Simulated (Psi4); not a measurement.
Complex: CO (SMILES [C-]#[O+]) (first 2 atoms) with H2 (SMILES [H][H]); geometry from B3LYP-D3(BJ)/def2-TZVP.
(charge 0, multiplicity 1):
```xyz
4

C      0.169     0.349    -0.092
O     -0.184    -0.404    -0.849
H      0.132     0.278     3.018
H     -0.054    -0.117     3.620
```

Calculation: SAPT0/jun-cc-pV(D+d)Z (Psi4 1.11).

### Question
Which attractive term is largest, and how does the interaction split up?

### Answer
electrostatics -0.18, exchange 0.38, induction -0.05, dispersion -0.21, total -0.05 kcal/mol; the largest attraction is dispersion.
